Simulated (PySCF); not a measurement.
Molecule: `C(C)(C)BP`, C3H10BP.

Mapped SMILES: `[CH3:1][CH:2]([CH3:3])[BH:4][PH2:5]`; H(Xn) means a hydrogen on atom n.

Geometry PBE0-D3(BJ)/def2-SVP throughout; GIAO in PySCF 2.14, gas phase, one conformer, non-relativistic; equivalent atoms averaged; basis pcSseg-1.

**Question.** How do the shifts δ (against TMS, BF3·OEt2, H3PO4 at the same level) depend on the functional? (ppm; last column core-seconds on 1 thread of an Arm Neoverse V2, shared host; the GGAs took longer than the global hybrids here, which isn't the general rule, and the cause wasn't traced)

**Answer.** 
```
functional           kind    C2  C1/C3    B4      P5  H(B4)  H(P5)  H(C2)  H(C1)/H(C3)  core-s
        HF   Hartree–Fock  22.0   17.3  90.7  -167.9   7.50   2.89   1.26         0.93       5
       LDA            LDA  33.8   19.5  97.1  -180.2   8.27   3.59   2.00         0.97      13
       PBE            GGA  32.9   20.0  90.8  -172.1   8.04   3.36   1.90         0.99      15
      BLYP            GGA  33.7   20.6  92.2  -166.1   7.81   3.17   1.81         1.01      16
      BP86            GGA  32.6   20.1  89.8  -172.3   8.00   3.33   1.87         1.00      15
      OPBE            GGA  30.2   19.2  83.4  -168.1   8.01   3.38   1.94         0.99      16
       KT2            GGA  32.5   19.6  84.3  -170.5   7.82   3.31   1.84         0.99      16
       KT3            GGA  31.5   19.8  82.0  -162.2   7.61   3.16   1.81         0.99      16
     B97-D            GGA  31.3   20.2  84.5  -165.4   7.65   3.17   1.77         1.02      16
     B3LYP  global hybrid  30.8   19.7  93.7  -170.0   7.80   3.12   1.70         0.98      11
```

**Question.** Which nucleus moves most, in ppm?

**Answer.** P5 (phosphorus bonded to B, 2 H): from -180.2 ppm with LDA to -162.2 ppm with KT3. The smallest spread is 0.09 ppm, at H(C1)/H(C3). Proton shifts span only some 12 ppm, so a few tenths of a ppm matter as much there as several ppm in carbon.
